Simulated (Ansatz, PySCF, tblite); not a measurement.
Dissociation curve of LiNa, singlet.

RCCSD(T) = CCSD(T) on RHF/cc-pVTZ, frozen core run with Ansatz (a program for electronic structure); RKS-TPSSh = restricted TPSSh/cc-pVTZ run with PySCF; RCCSD = CCSD on RHF/cc-pVTZ, frozen core (Ansatz); GFN2-xTB, 300 K electronic temperature (tblite); UKS-BHandHLYP = unrestricted BHandHLYP/cc-pVTZ run with PySCF.

Energies are in mEh, each relative to the lowest point of its own curve near equilibrium.

```
R / Å  RCCSD(T)  RKS-TPSSh  RCCSD  GFN2-xTB  UKS-BHandHLYP
-----  --------  ---------  -----  --------  -------------
2.32       13.3       13.4   13.3       2.5              …
2.50        6.1        6.1    6.1       0.0            4.5
2.64        2.6        2.7    2.6       0.3            1.6
2.75        1.0        1.1    1.0       1.6            0.4
2.83        0.3        0.4    0.3       2.9            0.0
2.93        0.0        0.0    0.0       4.8            0.0
3.02        0.1        0.1    0.1       6.9            0.4
3.09        0.4        0.3    0.4         …              …
3.28        1.9        1.8    1.9      13.8            3.0
3.39        3.2        3.1    3.2      16.8            4.6
3.60        6.1        6.1    6.1      20.7            8.1
3.93       11.2       11.5   11.2         …           13.8
4.38       17.9       19.3   17.9      43.5           19.5
4.89       23.6       27.4   23.6      57.9           23.4
5.35       26.9       33.6   26.9         …           25.4
5.86       29.1       39.2   29.1      79.0           26.7
6.35       30.2          …   30.2      86.4           27.3
7.20       31.0       48.4   31.0      95.0           27.7
7.88       31.2       50.8   31.2      99.0           27.8
8.89       31.3       52.7   31.3         —           27.9
```

**Question.** Fill in the missing entries.

**Answer.** 
- 2.32, UKS-BHandHLYP: 11.1
- 3.09, GFN2-xTB: 8.6
- 3.09, UKS-BHandHLYP: 0.9
- 3.93, GFN2-xTB: 29.6
- 5.35, GFN2-xTB: 69.0
- 6.35, RKS-TPSSh: 43.4

Dashes: no converged value, or the column stops at the first point that the program doubted or that broke a chosen test of continuity, which isn't proof of a fault.

With two correlated electrons CCSD is exact in the basis where it finds the lowest root (RCCSD(T), RCCSD). The restricted form behind RKS-TPSSh keeps the bonding electrons paired and can't separate into open-shell fragments. The unrestricted determinant behind UKS-BHandHLYP is spin-contaminated at 3.93 to 8.89 Å (<S²> up to 1.0, against 0.00 for a pure singlet).
